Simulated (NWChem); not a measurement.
## F$_{2}$Ge

```xyz
3

Ge     0.0000     0.0000    -0.4160
F      1.3105     0.0000     0.7395
F     -1.3105     0.0000     0.7395
```
Charge 0, spin multiplicity 1.

All runs are NWChem calculations. Structure: optimised with PBE0/def2-SVP, a minimum by its harmonic frequencies.

Symmetry labels belong to the abelian group C2v used in the runs, with the axes of the coordinates shown.

The Hamiltonian is non-relativistic. B3LYP has NWChem's definition, with VWN1-RPA local correlation. The structure started from a generated list of species.

**Question.** List the lowest 6 singlet excitations that TD-B3LYP/def2-SVPD, VWN1-RPA local correlation gives, with oscillator strengths.

**Answer.** 
| state | symmetry | energy (eV) | wavelength (nm) | f |
|---|---|---|---|---|
| 1 | b2 | 5.43 | 228 | 0.103 |
| 2 | a2 | 6.63 | 187 | 0.000 |
| 3 | b1 | 7.35 | 169 | 0.003 |
| 4 | b2 | 7.71 | 161 | 0.019 |
| 5 | a1 | 8.07 | 154 | 0.013 |
| 6 | b1 | 8.30 | 149 | 0.357 |
